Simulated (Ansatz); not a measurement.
`FC(F)(Cl)C(F)(F)Cl`, one more setting.

```yaml
crystal:
  periodic: [false, false, false]
  atoms:
    - {symbol: F, position_ang: [0.267863, -1.566980, -0.725053]}
    - {symbol: C, position_ang: [-0.250752, -0.345600, -0.649732]}
    - {symbol: F, position_ang: [0.153945, 0.355660, -1.703708]}
    - {symbol: Cl, position_ang: [-2.005133, -0.446917, -0.644550]}
    - {symbol: C, position_ang: [0.250754, 0.345604, 0.649730]}
    - {symbol: F, position_ang: [-0.154153, -0.355467, 1.703748]}
    - {symbol: F, position_ang: [-0.267668, 1.567079, 0.724864]}
    - {symbol: Cl, position_ang: [2.005153, 0.446622, 0.644700]}
basis:
  gaussian: {orbitals: aug-pcseg-2}
hamiltonian: {xc: {name: B3LYP}}
scf: {lower_state_search: full}
output: {forces: true}
```

```sh
$ ansatz run in.yaml --threads 2 --pin off --events-out ev --progress --plain --max-ram 22528MiB --backend cuda --devices 0, --max-vram 18GiB
```

Shortened log:

```
Functional definition: B3LYP
1854 factors; their error is unknown
mean field evaluation 1: about -37991.2956 eV, gradient 4.4e1 eV
mean field evaluation 2: about -37988.7431 eV, gradient 6.3e1 eV
mean field evaluation 4: about -37993.7445 eV, gradient 2.1e0 eV
mean field evaluation 8: about -37993.7531 eV, gradient 1.6e-2 eV
mean field evaluation 16: about -37993.8595 eV, gradient 2.0e-5 eV
mean field -37993.85949239 eV, -1396.2485831823 hartree, gradient 2.0e-5 eV, S^2 0.000000; 0 other end points of the search recorded, 0 dependent functions left out
reference -37993.85981717 eV, -1396.2485951178 hartree; 41, 41 occupied and 335, 335 virtual orbitals, 1854 factors
Total energy: -37993.85981717 eV, -1396.2485951178 hartree
Atom 0 at     0.267863    -1.566980    -0.725053 Å, force     0.189330    -0.451783    -0.045158 eV/Å
Atom 1 at    -0.250752    -0.345600    -0.649732 Å, force    -0.031503     0.115041     0.229613 eV/Å
Atom 2 at     0.153945     0.355660    -1.703708 Å, force     0.148118     0.245098    -0.399988 eV/Å
Atom 3 at    -2.005133    -0.446917    -0.644550 Å, force    -0.499971    -0.051001    -0.042122 eV/Å
Atom 4 at     0.250754     0.345604     0.649730 Å, force     0.031502    -0.115023    -0.229622 eV/Å
Atom 5 at    -0.154153    -0.355467     1.703748 Å, force    -0.148109    -0.245141     0.399954 eV/Å
Atom 6 at    -0.267668     1.567079     0.724864 Å, force    -0.189337     0.451785     0.045213 eV/Å
Atom 7 at     2.005153     0.446622     0.644700 Å, force     0.499970     0.051024     0.042110 eV/Å
Dipole moment:     0.000002    -0.000028     0.000014 e Å
```

Hardware: 2 threads of an AMD EPYC 7R13 on a shared host and a share of an NVIDIA H100 80 GB. Wall time 3.8 s, peak host memory 1 GiB.
